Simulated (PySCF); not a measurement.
**Correlation energy of O (oxygen, neutral)**

[He] 2s1 2p5, high-spin 3P determinant (an excited configuration). Computed with PySCF 2.14 in def2-QZVPPD (8s5p4d2f1g, 66 functions), with the non-relativistic Hamiltonian (point nucleus). Frozen: 1s2; 6 electrons correlated.

MP2 pair energies summed by pair of shells (mhartree):

```json
{"pair": "2p-2p", "energy": "-160.61", "share (%)": "85.2"}
{"pair": "2s-2p", "energy": "-27.87", "share (%)": "14.8"}
```

Total MP2 correlation energy: -188.48 mhartree.

Same-spin part -42.19 and opposite-spin part -146.29 mhartree; SCS-MP2 scales them by 1/3 and 6/5 to -189.61 mhartree.
